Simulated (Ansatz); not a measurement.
Frontier orbitals of `CC(=O)O[Si](OC(C)=O)(OC(C)=O)OC(C)=O`.

The species carries charge 0 and has multiplicity 1. Geometry: relaxed with PBE0-D4/def2-TZVP. It is one conformer, not always the lowest. Basis def2-TZVPP, Ansatz.

Orbital energies of one run (eV). Highest occupied ones, from the top: -7.83, -7.87, -7.87, -8.07, -9.07, -9.31, -9.31, -9.60, -10.03, -10.03, -10.54, -10.63, -10.80, -10.80. Empty: -0.62, -0.62, -0.54, -0.25, 0.76, 1.19.

(1) Which functional gave them?
A. ωB97M-V
B. LC-ωPBE
C. LDA (SPW92)
D. HSE06 (plane-wave form)

Answers

(1) D. HOMO energies: HSE06 -7.83, LC-ωPBE -11.06, LDA (SPW92) -6.77, ωB97M-V -10.68 eV.

LC-ωPBE has ω = 0.4 bohr⁻¹.
